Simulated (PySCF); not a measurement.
**Question.** Write Cartesian coordinates for `C[O+](CF)[AlH2-][Cl]` as optimised with PBE0-D3(BJ)/def2-SVP.

**Answer.** 
```
atom  x, y, z in Å
C1    -0.0470    1.5037   -0.1177
O2    -0.1042    0.0748   -0.0216
C3    -1.3877   -0.4756   -0.0171
F4    -2.0250   -0.1537    1.1258
Al5    1.4525   -1.2029    0.0969
Cl6    3.0477    0.2338    0.0894
H7    -0.4646    1.8182   -1.0861
H8    -0.6120    1.9451    0.7133
H9     1.0124    1.7753   -0.0533
H10   -1.2644   -1.5674   -0.0880
H11   -1.9606   -0.0788   -0.8723
H12    1.2240   -1.9885   -1.2693
H13    1.1360   -1.9008    1.4883
```

Orientation and origin are arbitrary. Atoms count from 1 in this order. Of the pairs four or more bonds apart, Cl6···H9 is among the closest relative to their van der Waals radii: 2.56 Å, 87 % of the sum of Bondi's values. O2 (oxygen bonded to Al and 2 C) is planar (angles 127.2°, 117.3° and 115.5°, sum 360.0°, 0.00 Å off the plane of its three neighbours). The 2 C–O bonds span 1.397 Å (O2–C3, drawn single) to 1.433 Å (C1–O2, drawn single), a spread of 0.036 Å. Al5 (aluminium bonded to Cl, O and 2 H) is distorted tetrahedral (angles from 98.6° to 120.4°).

Bonds between heavy atoms (Å): C1–O2 1.433, O2–C3 1.397, C3–F4 1.348, O2–Al5 2.017, Al5–Cl6 2.147.

Computed, not measured: PBE0-D3(BJ)/def2-SVP geometry optimisation, gas phase (PySCF 2.14.0).

Point group: C1 (no symmetry element, even within 0.4 Å). Whether it is a minimum is left open (no frequencies). The numbers are those of one conformer (C1–O2–C3–F4 -69°, C1–O2–Al5–Cl6 2°).
